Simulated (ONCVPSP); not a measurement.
What one change does to a pseudopotential (cerium, ONCV)

cerium, optimised norm-conserving Vanderbilt (ONCV), made with ONCVPSP 4.0.1 (Wu-Cohen, fully relativistic). Core [Kr] 4d10, reference 4f1 5s2 5p6 5d1 6s2. Waves: 5s+6s: rc 2.85 bohr, ncon 3, nbas 6, qcut 3.8 1/bohr, 2 projectors; 5p: rc 2.15 bohr, ncon 3, nbas 6, qcut 6.8 1/bohr, 2 projectors, debl 3.6 Ha; 5d: rc 3.45 bohr, ncon 3, nbas 7, qcut 3.8 1/bohr, 1 projector; 4f: rc 1.90 bohr, ncon 4, nbas 9, qcut 9.3 1/bohr, 2 projectors, debl 3.1 Ha. Local part: polynomial inside 1.75 bohr (lpopt 5, dvloc0 1 Ha). Core correction: none.

Open shells are filled in proportion to 2j + 1.

Change: local potential polynomial inside 1.75 bohr (lpopt 5, dvloc0 2.5 Ha).

Cutoffs: the cutoffs (Ha) at which the residual kinetic energy of the hardest occupied pseudo-wave falls to 1 and 0.1 mHa per electron; they do not see the model core or the augmentation charge, which bear on the density cutoff. Errors are all-electron minus pseudo energies relative to the spin-unpolarised reference configuration.

Task: What does the change do?

Result: The potential gets neither clearly harder nor softer (36 Ha and 39 Ha → 36 Ha and 39 Ha); the lowest positive-energy flag moves from s at 46.5 eV to none; the errors of the 4 common tests hardly move; neither file shows a bound ghost.

```tsv
quantity	base	changed
cutoff, loose	36 Ha	36 Ha
cutoff, tight	39 Ha	39 Ha
bound ghosts	none	none
GHOST(+) flags under 300 eV	s at 46.5 eV	none
error for 4f1 5s2 5p6 5d1 6s1, meV [ΔE 6.10 eV]	-0.6	-0.6
error for 4f1 5s2 5p6 5d1 6s0, meV [ΔE 17.08 eV]	-7.8	-7.9
error for 4f1 5s2 5p6 5d0 6s0, meV [ΔE 36.20 eV]	+25	+25
error for 4f1 5s2 5p6 5d1 6s1 6p1, meV [ΔE 2.49 eV]	+0.3	+0.2
s: phases at 2.89 bohr within 0.05 rad from the reference energy up to (Ha; the scan ends near 5)	1.3	1.6
p3/2: phases at 2.18 bohr within 0.05 rad from the reference energy up to (Ha; the scan ends near 5)	to the end of the scan	to the end of the scan
p1/2: phases at 2.18 bohr within 0.05 rad from the reference energy up to (Ha; the scan ends near 5)	to the end of the scan	to the end of the scan
d5/2: phases at 3.50 bohr within 0.05 rad from the reference energy up to (Ha; the scan ends near 5)	0.6	0.6
d3/2: phases at 3.50 bohr within 0.05 rad from the reference energy up to (Ha; the scan ends near 5)	0.6	0.6
f7/2: phases at 1.93 bohr within 0.05 rad from the reference energy up to (Ha; the scan ends near 5)	to the end of the scan	to the end of the scan
f5/2: phases at 1.93 bohr within 0.05 rad from the reference energy up to (Ha; the scan ends near 5)	to the end of the scan	to the end of the scan
```
